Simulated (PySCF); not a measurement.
**Interval between two levels of Mo³⁺ by level of theory**

Mo³⁺ [Kr] 4d3 [4F9/2, M_J = 9/2] → Mo³⁺ [Kr] 4d2 5s1 [4F9/2, M_J = 9/2], as a difference of total energies. Calculation: PySCF 2.14, in x2c-TZVPall-2c with one added diffuse shell each of s, p, d type (9s10p8d1f, 86 functions); the two-component X2C-1e Hamiltonian. Correlated levels: [Ar] 3d10 frozen; the 6 highest virtual spinors dropped. "Screened" scales the spin-orbit matrix elements by Boettger's factors to mimic the two-electron term; Breit and QED terms are absent.

| method | interval between two levels (cm⁻¹) |
| --- | --- |
| GHF (spin-free) | 63721 |
| GMP2 (spin-free) | 61305 |
| GHF (screened spin-orbit) | 63881 |
| GMP2 (screened spin-orbit) | 61486 |

The labels give the starting determinants; with spin-orbit coupling the two ends relaxed to ⟨J²⟩ = 24.76, ⟨L²⟩ = 12.11, ⟨S²⟩ = 3.73 and ⟨J²⟩ = 24.76, ⟨L²⟩ = 12.03, ⟨S²⟩ = 3.75.
